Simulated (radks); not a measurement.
Species: Ho4+. Configuration: [Kr] 4d10 4f9.5 5s1.5 5p6 (fractional occupations, a model configuration). Calculated with a radial shooting solver on a logarithmic mesh with Libxc functionals: scalar-relativistic Kohn-Sham, XLYP, spin-unpolarised, spherical densities, finite nucleus; Fermi nuclear charge, rms radius 5.2022 fm.

Unscreened Slater integrals over Kohn-Sham orbitals (cm^-1).

| integral | value |
|---|---|
| F0(4f,4f) | 269150 |
| F2(4f,4f) | 127760 |
| F4(4f,4f) | 80109 |
| F6(4f,4f) | 57617 |
| F0(4f,5p) | 168190 |
| F2(4f,5p) | 57527 |
| G2(4f,5p) | 28717 |
| G4(4f,5p) | 22512 |
| F0(4f,5s) | 187520 |
| G3(4f,5s) | 33886 |
| F0(4f,4d) | 296540 |
| F2(4f,4d) | 142280 |
| F4(4f,4d) | 90831 |
| G1(4f,4d) | 166880 |
| G3(4f,4d) | 105060 |
| G5(4f,4d) | 74354 |
| F0(5p,5p) | 139880 |
| F2(5p,5p) | 75776 |
| F0(5p,5s) | 148920 |
| G1(5p,5s) | 100050 |
| F0(5p,4d) | 174740 |
| F2(5p,4d) | 49201 |
| G1(5p,4d) | 13602 |
| G3(5p,4d) | 13319 |
| F0(5s,5s) | 160580 |
| F0(5s,4d) | 196540 |
| G2(5s,4d) | 20625 |
| F0(4d,4d) | 333190 |
| F2(4d,4d) | 169310 |
| F4(4d,4d) | 113300 |

Derived for the open shells (J is the average intra-shell exchange parameter used in DFT+U). 4f: F4/F2 = 0.627, F6/F2 = 0.451, J = (286 F2 + 195 F4 + 250 F6)/6435 = 10340 cm^-1.
